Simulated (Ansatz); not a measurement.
```yaml
crystal:
  periodic: [false, false, false]
  atoms:
    - {symbol: Ge, position_ang: [-1.512234, -1.275792, -1.287364]}
    - {symbol: Ge, position_ang: [1.794203, 1.308693, -0.828241]}
    - {symbol: Ge, position_ang: [-0.662243, 1.596312, 0.833901]}
    - {symbol: O, position_ang: [-2.509304, -0.599049, 0.630002]}
    - {symbol: O, position_ang: [3.212861, 1.536174, -1.622497]}
    - {symbol: O, position_ang: [-1.056833, -0.309053, 0.603970]}
    - {symbol: O, position_ang: [1.527777, 0.813682, 1.046681]}
    - {symbol: O, position_ang: [1.375022, -0.775131, -1.209913]}
    - {symbol: O, position_ang: [-2.445385, 1.925289, 0.494336]}
    - {symbol: O, position_ang: [1.914133, -0.541704, 1.345612]}
    - {symbol: O, position_ang: [-1.143214, -2.900532, -0.698239]}
    - {symbol: O, position_ang: [0.129577, 1.969188, -0.780156]}
    - {symbol: H, position_ang: [2.014562, -1.066692, -1.899140]}
    - {symbol: H, position_ang: [2.667190, -0.407311, 1.967766]}
    - {symbol: H, position_ang: [-2.856640, 2.699991, 0.929014]}
    - {symbol: H, position_ang: [-1.250995, -3.155047, 0.239624]}
    - {symbol: H, position_ang: [-2.881814, 0.356199, 0.579731]}
    - {symbol: H, position_ang: [1.683348, -1.175227, -0.345069]}
basis:
  gaussian: {orbitals: def2-TZVP, initial_orbitals: start.molden}
total_charge: 1
magnetization: {spin_polarized: true, initial_magnetization: 1}
hamiltonian: {xc: pbe0, dispersion: d4}
scf: {omitted_lower_state_checks: [starts]}
output: {orbitals: {seedname: orbitals}}
```

The file start.molden holds the orbitals of an earlier run on this structure, at another level or in another basis.

```sh
$ ansatz run in.yaml --threads 4 --pin off --events-out ev --progress --plain --max-ram 6963MiB
```

Question: Does this run fit into the memory that it is given?

Answer: No. It has 459 basis functions, and Ansatz plans for 9 GiB where 7 GiB are given.
